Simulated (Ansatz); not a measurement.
The C3–H4 bond of CH4Be (SMILES [BeH][CH3]) is stretched (multiplicity 1, the rest rigid).
Geometry at rest (charge 0, multiplicity 1):
```csv
atom,x (Å),y (Å),z (Å)
Be,-0.9385,-0.4948,-0.1342
H,-2.1072,-1.1109,-0.3012
C,0.5312,0.2800,0.0759
H,1.0155,-0.0062,1.0158
H,0.4218,1.3697,0.0949
H,1.2371,0.0463,-0.7283
```

Correlated levels freeze the cores.

Codes used: Ansatz (a program for electronic structure). Each number belongs to the level named beside it.

FIC-MRCISD+Q on CASSCF(2,2)/cc-pVTZ, total energies (hartree):

| R (Å) | CASSCF | MRCISD | weight c² of the reference |
|---|---|---|---|
| 1.095 | -54.853476 | -55.085390 | 0.91969 |
| 1.917 | -54.755580 | -54.975865 | 0.91869 |
| 3.505 | -54.698247 | -54.911268 | 0.92057 |

Task: Add the Davidson correction (E_MRCISD − E_CASSCF)(1 − c²)/c² and give the energies above the first point at the three levels.

Result: 
Corrections (hartree): -0.020251, -0.019498, -0.018380. Above the first point (kcal/mol):
- R = 1.917 Å: CASSCF 61.4, MRCISD 68.7, with the correction 69.2
- R = 3.505 Å: CASSCF 97.4, MRCISD 109.3, with the correction 110.4
